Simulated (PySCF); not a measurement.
# aminodimethylborane: calculation and literature

Geometry:
```json
{"atom": "C1", "x (Å)": "1.406", "y (Å)": "-0.358", "z (Å)": "0.407"}
{"atom": "B2", "x (Å)": "-0.025", "y (Å)": "0.186", "z (Å)": "0.029"}
{"atom": "C3", "x (Å)": "-1.224", "y (Å)": "-0.808", "z (Å)": "-0.226"}
{"atom": "N4", "x (Å)": "-0.234", "y (Å)": "1.564", "z (Å)": "-0.081"}
{"atom": "H5", "x (Å)": "1.363", "y (Å)": "-0.947", "z (Å)": "1.330"}
{"atom": "H6", "x (Å)": "1.774", "y (Å)": "-1.044", "z (Å)": "-0.364"}
{"atom": "H7", "x (Å)": "2.160", "y (Å)": "0.422", "z (Å)": "0.546"}
{"atom": "H8", "x (Å)": "-1.396", "y (Å)": "-1.439", "z (Å)": "0.653"}
{"atom": "H9", "x (Å)": "-2.169", "y (Å)": "-0.316", "z (Å)": "-0.471"}
{"atom": "H10", "x (Å)": "-0.986", "y (Å)": "-1.497", "z (Å)": "-1.043"}
{"atom": "H11", "x (Å)": "-1.125", "y (Å)": "1.967", "z (Å)": "-0.318"}
{"atom": "H12", "x (Å)": "0.492", "y (Å)": "2.243", "z (Å)": "0.069"}
```

Theory: σ from GIAO-B97-2/pcSseg-2, geometry from PBE0-D3(BJ)/def2-TZVP, spin–spin couplings from B3LYP/pcJ-2 (spin–dipole term only in couplings to heteroatoms), in PySCF (one computed conformer, no solvent model, relativity neglected, rapidly exchanging positions averaged).

Reference values: measured (solution, C6D6; B. Wrackmeyer, Z. Naturforsch. B 2015).
| atoms | quantity | reference | computed | computed, scaled |
| --- | --- | --- | --- | --- |
| B2 | δ $^{11}$B vs BF3.OEt2 | 47.1 | 45.2 | 45.0 |

Computed shifts are σ(ref) − σ with the named reference compound (TMS for H and C) calculated as an isolated molecule at the same level. The measured values may be among those fitted. Shieldings were converted by a linear fit to measured shifts: $^{11}$B: δ = 98.64 − 0.983σ (rms 2.4 ppm, 15 shifts, 9.8 ppm with the 3 outliers that the fit left out vs BF3·OEt2, solution or neat liquid). A few per cent of atoms miss by over 2 rms, more outside the fitted compound classes.

Coupling constants in Hz (some tables give magnitudes without signs):
```tsv
coupling	reference	computed	source
$^{1}J$(C1,B2)	59.0	55.3	measured; solution, C6D6; Z. Naturforsch. B 2015 (znb-2015-0040), 1J(13C,11B) in organoboranes and borates
```
